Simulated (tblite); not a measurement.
Species: C8H13P2 (charge -1).
Bonds: C1–C2, C2–P3 (aromatic), P3–C4 (aromatic), C4–C5, C5–C6, C5–C7, C5–C8, C4–C9 (aromatic), C9–P10 (aromatic), C2–P10 (aromatic). Hydrogens: H11, H12, H13 on C1; H14, H15, H16 on C6; H17, H18, H19 on C7; H20, H21, H22 on C8; H23 on C9.

The geometry is computed with GFN2-xTB (gas phase).

Problem. Give the optimised bond lengths and angles.

Solution. 
| bond | length (Å) |
| --- | --- |
| C1–C2 | 1.506 |
| C2–P3 | 1.738 |
| P3–C4 | 1.760 |
| C4–C5 | 1.516 |
| C5–C6, C5–C7, C5–C8 | 1.532 |
| C4–C9 | 1.372 |
| C9–P10 | 1.742 |
| C2–P10 | 1.739 |
| C1–H11, C1–H12, C1–H13 | 1.092 |
| C6–H14 and 8 like bonds | 1.089 |
| C9–H23 | 1.085 |

Bonds in one row agree within 0.01 Å and their mean is given. A selection of angles:
| angle | degrees |
| --- | --- |
| C2–C1–H11 | 110.4 |
| C2–C1–H12 | 110.8 |
| H11–C1–H12 | 109.0 |
| H11–C1–H13 | 107.9 |
| C1–C2–P3 | 121.1 |
| C1–C2–P10 | 121.5 |
| P3–C2–P10 | 117.4 |
| C2–P3–C4 | 94.6 |
| P3–C4–C5 | 122.7 |
| P3–C4–C9 | 115.5 |
| C5–C4–C9 | 121.8 |
| C4–C5–C6 | 109.6 |
| C4–C5–C7 | 110.7 |
| C6–C5–C7 | 108.8 |
| C5–C6–H14 | 109.9 |
| C5–C6–H15 | 110.9 |
| H14–C6–H15 | 108.8 |
| H14–C6–H16 | 108.1 |
| C4–C9–P10 | 118.8 |
| C4–C9–H23 | 122.4 |
| P10–C9–H23 | 118.7 |
| C2–P10–C9 | 93.7 |

Dihedral angles: P3–C4–C5–C6 -120° (anticlinal). The mirror-image conformer, all signs reversed, is as good.

Of the pairs four or more bonds apart, P3···H17 is among the closest relative to their van der Waals radii: 2.82 Å, 94 % of the sum of Bondi's values. C9 (aromatic CH carbon) is planar (angles 122.4°, 118.8° and 118.7°, sum 360.0°, 0.00 Å off the plane of its three neighbours). C4 (substituted aromatic carbon) is planar (angles 122.7°, 121.8° and 115.5°, sum 360.0°, 0.00 Å off the plane of its three neighbours). The 5-membered ring C2–P3–C4–C9–P10 has internal angles of 93.7° to 118.8° (sum 540°, against 540° for a flat polygon); it is planar, 0.00 Å rms from its mean plane, widest ring torsion 0°. The 4 C–P bonds span 1.738 Å (C2–P3, aromatic) to 1.760 Å (P3–C4, aromatic), a spread of 0.022 Å. The 6 C–C bonds span 1.372 Å (C4–C9, aromatic) to 1.534 Å (C5–C6, drawn single), a spread of 0.162 Å. C2 (substituted aromatic carbon) is planar (angles 121.5°, 121.1° and 117.4°, sum 360.0°, 0.01 Å off the plane of its three neighbours).

GFN2-xTB frequencies show an imaginary mode (38i cm⁻¹), so the point is no minimum at that level.

Run on one thread, Arm Neoverse V1, no GPU, on a shared host. This is the geometry optimisation.
